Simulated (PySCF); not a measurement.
**The first ionisation energy along the lanthanides**

All values are computed (PySCF 2.14, energy differences of UHF-based or UKS calculations, no spin-orbit coupling). Values in eV. The last column holds reference values (NIST; (s) semi-empirical, (t) theoretical, else measured). Unmarked ones compare directly (S terms, centres of terms, or small fine structure); those marked * lie between the lowest fine-structure levels and include a spin-orbit shift.

```csv
element,configurations,UHF,MP2 (valence),SCS-MP2 (valence),MP2 (valence and next inner shell),SCS-MP2 (valence and next inner shell),reference
"Ho (cc-pVTZ-X2C, spin-free X2C)",[Xe] 4f11 6s2 → [Xe] 4f11 6s1,4.931,5.969,5.986,5.990,5.995,6.021 *
"Tm (cc-pVTZ-X2C, spin-free X2C)",[Xe] 4f13 6s2 → [Xe] 4f13 6s1,5.071,6.146,6.142,6.164,6.154,6.184 *
"Yb (cc-pVTZ-X2C, spin-free X2C)",[Xe] 4f14 6s2 → [Xe] 4f14 6s1,5.138,6.226,6.215,6.241,6.227,6.254
```

For Ho a determinant mixes LS terms or the coupling is close to jj, so these rows are model values.

"Valence" correlates the outer s and p shells and, in groups 3 to 12 and the f block, the outer d or f shell, open or full, or the next shell where the ion has no valence electron left; the wider scheme adds the next inner shell.
